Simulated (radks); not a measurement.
Problem. These are the eigenvalues of the occupied orbitals of an atom or ion with whole-number occupations (eV). All-electron calculation, Dirac Kohn-Sham, PBE, spin-unpolarised, spherical densities, finite nucleus; Fermi nuclear charge, rms radius of each element as measured or else 0.836 A^(1/3) + 0.57 fm. Program: a radial shooting solver on a logarithmic mesh with Libxc functionals.

1s1/2: -18910.20
2s1/2: -2739.341
2p1/2: -2523.155
2p3/2: -2427.346
3s1/2: -546.5575
3p1/2: -465.1285
3p3/2: -449.5293
3d3/2: -305.8604
3d5/2: -302.9419
4s1/2: -156.3448
4p1/2: -131.8142
4p3/2: -129.1423

Which element is it, and in what charge state? The configuration may be excited. Open shells, if any, fill j = l - 1/2 first.

Solution. Z = 41, niobium, charge +7: Nb7+ in [Ar] 3d10 4s2 4p4. The list shows which subshells hold electrons but not how many an open one holds; the 1s level, -694.94 hartree, gives Z - s = 37.3 by -(Z - s)^2/2, which with screening and relativity narrows Z to a few neighbours, and the depths of the outer levels then fix element, charge and occupations together.
